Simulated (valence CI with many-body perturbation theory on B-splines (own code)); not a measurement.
## E1 transitions of Hf XLI

Computed by valence CI with perturbative core correlation (CI+MBPT): four valence electrons over a frozen Dirac-Fock core [Ar] 3d10, a basis of 11 s, 11 p, 10 d, 8 f, 5 g, 2 h functions for each j, with the one-electron correlation potential Σ1 (screened to all orders), the two-electron term Σ2, the three-electron term Σ3, Breit, model QED; selected single and double excitations, second order for the rest, scaled by the run's own slope (own B-spline code, finite nucleus).

No measured spectrum was set against this ion. As an estimate, large intervals hold to a few tenths of a per cent, small ones and those within an open d or f shell to about a per cent. Among the levels kept, up to 380 cm⁻¹ of a level comes from second order outside the variational space, and about a tenth of that is noise between levels of different J, which matters for small intervals.

Lines 51 to 100 of 557 in falling wavelength, among levels below 605.94 eV, chosen from the strongest by gf and those to the six lowest levels. Wavelengths and rates use the calculated energies. Electric multipoles are in the length gauge with retardation, E1 and E2 with the static RPA response of the core. Weak lines are less certain than strong ones. Lines between different terms over intervals too small for the method are left out, as are lines whose strength nearly cancels. Where a level lies close to another of its J and parity, the split of strength between their lines is uncertain. The highest levels of a list are the least certain.

Levels are named by their leading jj configuration (3d3/2^4 stands for four electrons in 3d with j = 3/2), which in mixed levels can hold well under half, so a name can repeat and another be missing. Letters in brackets count levels of one name in rising energy.

| λ vac (Å) | Upper | Lower | A (s⁻¹) | log gf | Branch % |
| --- | --- | --- | --- | --- | --- |
| 123.1 | (4s 4p1/2 4p3/2 4d5/2) J=4 [b] | (4s^2 4p3/2 4d5/2) J=4 | 1.08e+10 | -0.66 | 6.3 |
| 122.8 | (4p1/2^2 4p3/2 4d3/2) J=3 | (4s 4p1/2 4p3/2 4d3/2) J=4 | 2.50e+10 | -0.40 | 32.2 |
| 122.8 | (4s 4p1/2^2 4p3/2) J=1 | (4s^2 4p1/2 4p3/2) J=2 | 3.01e+10 | -0.69 | 10.2 |
| 122.0 | (4p1/2 4p3/2^2 4d5/2) J=3 | (4s^2 4p3/2 4f7/2) J=4 | 1.78e+10 | -0.55 | 2.1 |
| 121.5 | (4s 4p1/2 4p3/2^2) J=1 [a] | (4s^2 4p3/2^2) J=2 | 6.67e+09 | -1.35 | 1.8 |
| 121.0 | (4p1/2^2 4p3/2 4d5/2) J=2 | (4s 4p1/2 4p3/2 4d5/2) J=3 [a] | 3.51e+10 | -0.41 | 8.0 |
| 120.6 | (4p1/2 4p3/2^3) J=2 | (4s 4p3/2^3) J=2 | 1.84e+10 | -0.70 | 1.8 |
| 119.4 | (4p1/2 4p3/2^2 4d5/2) J=4 | (4s 4p3/2^2 4d5/2) J=5 | 2.50e+10 | -0.32 | 5.4 |
| 119.1 | (4p1/2 4p3/2^3) J=1 | (4s 4p3/2^3) J=2 | 2.67e+10 | -0.77 | 2.0 |
| 119.1 | (4p1/2^2 4p3/2^2) J=2 | (4s 4p1/2 4p3/2^2) J=3 | 3.62e+10 | -0.42 | 6.5 |
| 118.2 | (4s 4p1/2 4p3/2^2) J=2 [b] | (4s^2 4p3/2^2) J=2 | 1.91e+10 | -0.70 | 3.2 |
| 118.0 | (4s 4p1/2^2 4p3/2) J=1 | (4s^2 4p1/2 4p3/2) J=1 | 7.53e+09 | -1.33 | 2.6 |
| 116.6 | (4s 4p1/2 4p3/2^2) J=1 [b] | (4s^2 4p3/2^2) J=2 | 1.60e+10 | -1.01 | 2.0 |
| 116.4 | (4s 4p1/2 4p3/2 4f7/2) J=5 [b] | (4s 4p3/2^2 4d5/2) J=5 | 2.14e+10 | -0.32 | 6.4 |
| 115.3 | (4p1/2^2 4p3/2 4d5/2) J=4 | (4s 4p1/2 4p3/2 4d5/2) J=5 | 4.60e+10 | -0.08 | 11.9 |
| 113.7 | (4p1/2^2 4p3/2 4d3/2) J=2 | (4s 4p1/2 4p3/2 4d3/2) J=3 [a] | 3.08e+10 | -0.52 | 15.6 |
| 113.4 | (4p1/2^2 4p3/2 4d5/2) J=3 | (4s 4p1/2 4p3/2 4d5/2) J=4 [b] | 1.52e+10 | -0.69 | 2.4 |
| 111.1 | (4s 4p1/2 4p3/2 4d3/2) J=2 [d] | (4s^2 4p3/2 4d3/2) J=3 | 2.07e+10 | -0.72 | 1.3 |
| 110.5 | (4s 4p1/2^2 4f7/2) J=3 [a] | (4s 4p1/2 4p3/2 4d3/2) J=4 | 1.28e+10 | -0.78 | 3.5 |
| 106.2 | (4p1/2^2 4p3/2 4d5/2) J=4 | (4s 4p1/2 4p3/2 4d5/2) J=4 [a] | 2.08e+10 | -0.50 | 5.4 |
| 106.1 | (4p1/2^2 4p3/2 4d3/2) J=1 | (4s 4p1/2 4p3/2 4d3/2) J=2 [a] | 3.47e+10 | -0.75 | 9.0 |
| 104.7 | (4s 4p1/2^2 4f7/2) J=3 [b] | (4s 4p1/2 4p3/2 4d3/2) J=4 | 1.72e+10 | -0.70 | 4.6 |
| 89.23 | (4s 4p1/2 4d3/2 4d5/2) J=4 [b] | (4s 4p1/2 4p3/2 4d5/2) J=4 [b] | 1.75e+10 | -0.73 | 11.1 |
| 87.36 | (4s^2 4p1/2 4d3/2) J=2 | (4s^2 4p1/2 4p3/2) J=2 | 6.90e+09 | -1.40 | 92.5 |
| 84.90 | (4s^2 4p1/2 4d3/2) J=2 | (4s^2 4p1/2 4p3/2) J=1 | 5.16e+08 | -2.55 | 6.9 |
| 84.73 | (4s^2 4p3/2 4d3/2) J=1 | (4s^2 4p3/2^2) J=0 | 5.85e+07 | -3.72 | 0.0 |
| 84.16 | (4s 4p1/2^2 4d3/2) J=1 | (4s 4p1/2^2 4p3/2) J=2 | 6.33e+09 | -1.70 | 13.4 |
| 82.50 | (4s 4p1/2^2 4d3/2) J=2 | (4s 4p1/2^2 4p3/2) J=2 | 2.14e+10 | -0.96 | 50.0 |
| 81.43 | (4s 4p1/2 4d3/2 4d5/2) J=5 | (4s 4p1/2 4p3/2 4d5/2) J=5 | 1.93e+10 | -0.68 | 19.1 |
| 80.38 | (4s^2 4p3/2 4d3/2) J=2 | (4s^2 4p3/2^2) J=2 | 5.68e+08 | -2.56 | 0.0 |
| 79.85 | (4s^2 4p3/2 4d3/2) J=1 | (4s^2 4p3/2^2) J=2 | 1.27e+09 | -2.44 | 0.1 |
| 79.14 | (4s^2 4p3/2 4d3/2) J=3 | (4s^2 4p3/2^2) J=2 | 3.19e+09 | -1.68 | 0.3 |
| 78.83 | (4s 4p1/2 4p3/2^2) J=2 [a] | (4s^2 4p1/2 4p3/2) J=2 | 1.68e+09 | -2.11 | 40.0 |
| 77.90 | (4s^2 4p1/2 4d3/2) J=1 | (4s^2 4p1/2 4p3/2) J=2 | 1.71e+09 | -2.33 | 0.1 |
| 76.99 | (4s^2 4p3/2 4d5/2) J=2 | (4s^2 4p3/2^2) J=2 | 9.85e+09 | -1.36 | 99.2 |
| 76.86 | (4s 4p1/2^2 4d5/2) J=2 | (4s 4p1/2^2 4p3/2) J=1 | 3.85e+10 | -0.77 | 21.4 |
| 76.82 | (4s 4p1/2 4p3/2^2) J=2 [a] | (4s^2 4p1/2 4p3/2) J=1 | 1.18e+09 | -2.28 | 28.1 |
| 75.94 | (4s^2 4p1/2 4d3/2) J=1 | (4s^2 4p1/2 4p3/2) J=1 | 7.84e+08 | -2.69 | 0.1 |
| 75.84 | (4s^2 4p1/2 4d5/2) J=3 | (4s^2 4p1/2 4p3/2) J=2 | 2.48e+10 | -0.82 | 86.7 |
| 75.65 | (4s 4p1/2^2 4f7/2) J=3 [a] | (4s 4p1/2^2 4d5/2) J=2 | 2.99e+10 | -0.75 | 8.1 |
| 74.60 | (4s 4p1/2 4p3/2 4f5/2) J=5 [b] | (4s 4p1/2 4p3/2 4d5/2) J=4 [c] | 2.08e+10 | -0.72 | 4.1 |
| 74.15 | (4s 4p1/2 4p3/2 4f5/2) J=4 [c] | (4s^2 4p1/2 4f7/2) J=3 | 3.92e+10 | -0.54 | 5.3 |
| 74.02 | (4s^2 4p3/2 4f5/2) J=4 [a] | (4s^2 4p3/2 4d3/2) J=3 | 3.69e+10 | -0.56 | 6.8 |
| 74.00 | (4s^2 4p3/2 4f5/2) J=4 [b] | (4s^2 4p3/2 4d5/2) J=3 | 4.61e+10 | -0.47 | 3.3 |
| 73.80 | (4s 4p1/2 4d3/2 4d5/2) J=3 [a] | (4s 4p1/2 4p3/2 4d3/2) J=3 [a] | 2.85e+10 | -0.79 | 12.8 |
| 73.71 | (4s 4p1/2 4d5/2^2) J=5 | (4s^2 4p1/2 4f7/2) J=4 | 3.53e+10 | -0.50 | 12.3 |
| 73.70 | (4s 4p1/2 4p3/2 4f7/2) J=2 [c] | (4s 4p1/2 4p3/2 4d5/2) J=1 [b] | 1.24e+11 | -0.30 | 26.8 |
| 73.53 | (4s 4p1/2 4d3/2 4d5/2) J=3 [c] | (4s 4p1/2 4p3/2 4d3/2) J=2 [c] | 5.80e+10 | -0.48 | 7.4 |
| 73.39 | (4s 4p1/2 4d3/2 4d5/2) J=5 | (4s 4p1/2 4p3/2 4d3/2) J=4 | 6.46e+10 | -0.24 | 63.8 |
| 73.39 | (4s 4p1/2 4d3/2 4d5/2) J=4 [a] | (4s 4p1/2 4p3/2 4d3/2) J=3 [a] | 9.11e+10 | -0.18 | 66.1 |

Question: How does gf follow from A for the line at 73.70 Å?

Answer: gf = 1.4992 × (2J+1)_upper × A / σ², with σ = 1356929 cm⁻¹ and 2J+1 = 5: gf = 0.507.
